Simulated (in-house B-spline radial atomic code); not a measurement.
I²⁺. Computed with a B-spline radial atomic code. Model: non-relativistic spherical atom: semilocal Troullier-Martins pseudo-atom, one channel per l, against all electrons, high spin, G0W0 and RPA with empty states to l = 8, local potential for every l without a channel, a model core (radius 0 = none) keeps its share of the functional.

Without relativity these are model numbers for so heavy an element.

What the tables leave out is listed at the end.

The pseudopotential gives back the lowest level of each angular momentum of its own functional in the configuration it was made in; a second state of the same l is only approximately right. Exact exchange, RPA and GW see the smooth pseudo-orbitals and miss the exchange with the core, for which the functional's share stands in. The column with an uncorrelated core keeps all orbitals and exact exchange, and so separates missing core correlation from pseudisation. Only the three outermost levels and the lowest empty one were computed. RPA here is direct RPA, with no exchange kernel, and its energies carry an (l + 1/2)⁻⁴ tail. A hybrid on a potential with a model core restores only its own semilocal share of the core's exchange.

Command:
```bash
python run_psgw.py task.json out
```
Settings (lengths in bohr, energies in hartree):
```
Z                      53
electrons              51
configuration          [Kr] 4d10 5s2 5p3
generated_in           [Kr] 4d10 5s2 5p5
functional             pbe,pbe
core_shells            8
radius_factor          0.8
core_correction        True
```

Run time, properties included: 40 s on 1 thread of Arm Neoverse N1, on a shared host.

Given: made with PBE; model core radius 0.591 bohr; local radius 0.776 bohr; mean-field start PBE.

Valence shells of the generating configuration: 4d, 5s, 5p.

Channel: s 1.419, p 1.632, d 0.625 (radii in bohr).

Computed: largest level miss in the spin-unpolarised generating configuration 0.001 eV; valence RPA correlation energy all-electron orbitals -0.89347 hartree; all-electron RPA polarisability, core included 12.604 bohr³; pseudo-atom RPA polarisability 12.648 bohr³.

```json
{"level": "5p up", "occupied": "1", "mean-field all-electron (eV)": "-25.399", "mean-field pseudo minus all (eV)": "0.026", "G0W0 all-electron (eV)": "-30.384", "G0W0 uncorrelated core minus all (eV)": "0.016", "G0W0 pseudo minus all (eV)": "-0.487", "exchange self-energy all-electron (eV)": "-19.858", "exchange self-energy pseudo (eV)": "-18.848"}
{"level": "5s down", "occupied": "1", "mean-field all-electron (eV)": "-32.758", "mean-field pseudo minus all (eV)": "0.025", "G0W0 all-electron (eV)": "-37.7", "G0W0 uncorrelated core minus all (eV)": "0.06", "G0W0 pseudo minus all (eV)": "-0.519", "exchange self-energy all-electron (eV)": "-17.918", "exchange self-energy pseudo (eV)": "-15.701"}
{"level": "5p down (empty)", "occupied": "0", "mean-field all-electron (eV)": "-22.821", "mean-field pseudo minus all (eV)": "0.012", "G0W0 all-electron (eV)": "-19.249", "G0W0 uncorrelated core minus all (eV)": "0.042", "G0W0 pseudo minus all (eV)": "-0.548", "exchange self-energy all-electron (eV)": "-6.317", "exchange self-energy pseudo (eV)": "-5.3456"}
```

**Question.** What is the valence RPA correlation energy pseudo?

**Answer.** -1.3579 hartree.

Given: mean-field start PBE0.

Computed: valence RPA correlation energy all-electron orbitals -0.84754 hartree; all-electron RPA polarisability, core included 11.452 bohr³; pseudo-atom RPA polarisability 11.213 bohr³.

```json
{"level": "5p up", "occupied": "1", "mean-field all-electron (eV)": "-26.805", "mean-field pseudo minus all (eV)": "-0.22", "G0W0 all-electron (eV)": "-30.518", "G0W0 uncorrelated core minus all (eV)": "0.018", "G0W0 pseudo minus all (eV)": "-0.536", "exchange self-energy all-electron (eV)": "-19.822", "exchange self-energy pseudo (eV)": "-19.162"}
{"level": "5s down", "occupied": "1", "mean-field all-electron (eV)": "-33.789", "mean-field pseudo minus all (eV)": "0.093", "G0W0 all-electron (eV)": "-37.673", "G0W0 uncorrelated core minus all (eV)": "0.063", "G0W0 pseudo minus all (eV)": "-0.347", "exchange self-energy all-electron (eV)": "-17.743", "exchange self-energy pseudo (eV)": "-15.509"}
{"level": "5p down (empty)", "occupied": "0", "mean-field all-electron (eV)": "-21.635", "mean-field pseudo minus all (eV)": "-0.193", "G0W0 all-electron (eV)": "-19.1", "G0W0 uncorrelated core minus all (eV)": "0.042", "G0W0 pseudo minus all (eV)": "-0.446", "exchange self-energy all-electron (eV)": "-6.0583", "exchange self-energy pseudo (eV)": "-5.3144"}
```

**Question.** What is the valence RPA correlation energy pseudo?

**Answer.** -1.2959 hartree.

Among the listed levels the largest G0W0 shift of the pseudo-atom is -0.55 eV, for 5p down (empty) on the PBE start, while leaving the core uncorrelated moves that level by +0.04 eV. So pseudisation and the lost core exchange, not the missing core correlation, make the error. Not in the tables (levels of low weight, unsolved or above zero; the highest and the empty levels are kept at any weight): on PBE the G0W0 levels 5s up (pseudo minus all -0.11 eV, weights 0.28 and 0.32); on PBE0 the G0W0 levels 5s up (pseudo minus all -0.05 eV, weights 0.31 and 0.35); no Hartree-Fock pseudo-atom is run with a model core.
